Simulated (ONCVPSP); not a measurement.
**Which change was made? (B, ONCV)**

* Element: B (Z = 5)
* Generator: ONCVPSP 4.0.1
* Type: optimised norm-conserving Vanderbilt (ONCV)
* Functional: LDA (Perdew-Wang 92)
* Relativity: scalar-relativistic
* Frozen core: [He]
* Valence charge: 3
* Reference configuration: 2s1.5 2p1.5
* Partial waves: 2s: rc 1.55 bohr, ncon 4, nbas 8, qcut 5 1/bohr, local; 2p: rc 2.60 bohr, ncon 4, nbas 8, qcut 4.1 1/bohr, 3 projectors, debl 1.3 Ha
* Local potential: the s channel
* Core correction: none

Cutoffs, loose and tight: the cutoffs (Ha) at which the residual kinetic energy of the hardest occupied pseudo-wave falls to 1 and 0.1 mHa per electron. They do not see the model core or the augmentation charge, which bear on the density cutoff. Test errors are all-electron minus pseudo excitation energies from the reference, over the configurations 2s2 2p1; 2s2 2p0; 2s1 2p0; 2s2 2p0.5; variants that change the core or the reference have their own tests.

The base gives: outcome: generated; cutoff, loose: 10.0 Ha; cutoff, tight: 20 Ha; bound ghosts: none; GHOST(+) flags above zero: none; largest test error (meV): +365.

Q: After one change the result is: outcome: generated; cutoff, loose: 7.3 Ha; cutoff, tight: 9.8 Ha; bound ghosts: none; GHOST(+) flags above zero: none; largest test error (meV): +672. Which change was it?
A. all radii scaled by about 0.87 (s 1.34, p 2.26 bohr)
B. all radii scaled by about 1.33 (s 2.06, p 3.46 bohr)
C. all radii scaled by about 1.12 (s 1.74, p 2.90 bohr)

A: B. The others give: all radii scaled by about 1.12 (s 1.74, p 2.90 bohr) → outcome: generated; cutoff, loose: 8.8 Ha; cutoff, tight: 12 Ha; bound ghosts: none; GHOST(+) flags above zero: none; largest test error (meV): +457 | all radii scaled by about 0.87 (s 1.34, p 2.26 bohr) → outcome: generated; cutoff, loose: 11 Ha; cutoff, tight: 41 Ha; bound ghosts: none; GHOST(+) flags above zero: none; largest test error (meV): +278.
